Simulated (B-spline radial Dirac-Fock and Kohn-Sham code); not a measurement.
## Rb: eigenvalues, ΔSCF and the reference

System: atomic rubidium, [Kr] 5s1.

The density-functional columns are spherical, spin-unpolarised Dirac-Kohn-Sham results without Breit or QED terms: −ε is minus the orbital energy of the initial state and ΔSCF the difference of two total energies, and "half-occupied" is minus the orbital energy with half an electron removed (Slater transition state). The reference in the last column comes from ΔSCF Dirac-Fock with Breit, self-energy and vacuum polarisation, finite nucleus, configuration average. All numbers are from a radial atomic solver, in eV; a selection of levels is shown. For the 1s level of heavy atoms much of the gap between ΔSCF and the reference is the Breit and QED part, -35.9 eV here; for other levels the error of the functional can be larger.

```
level  PBE ΔSCF   LDA −ε  LDA ΔSCF  LDA half-occupied  Dirac-Fock
    K   15261.2  15004.0   15236.8            15237.2     15205.4
   L1    2045.0   2004.4    2042.5             2042.3      2077.7
   L2    1867.4   1819.5    1866.6             1866.4      1871.5
   L3    1805.0   1758.9    1804.4             1804.2      1811.7
   M1     311.4    296.9     310.4              310.3       331.9
   M2     244.5    230.6     244.2              244.0       257.3
   M3     235.1    221.5     234.8              234.7       248.0
   M4     118.2    105.1     118.5              118.4       117.4
   M5     116.6    103.5     116.9              116.7       115.9
   N2     21.79    16.64     21.91              21.84       20.91
   N3     20.83    15.74     20.93              20.86       20.01
   O1      4.15     2.36      4.27               4.29        3.80
```

Question: Order the estimates of the K (1s) level by their distance from the Dirac-Fock value, nearest first.
A. LDA −ε
B. LDA ΔSCF
C. LDA half-occupied
D. PBE ΔSCF

Answer: B (31.4 eV), C (31.8 eV), D (55.8 eV), A (201.4 eV).

For the outermost level NIST gives 4.177128 eV (measured); the differences from it are PBE ΔSCF -0.02, LDA −ε -1.82, LDA ΔSCF +0.10, LDA half-occupied +0.11, Dirac-Fock -0.38 eV.

Values without a named source are computed, but for edge energies of neutral atoms, which are taken from tables.
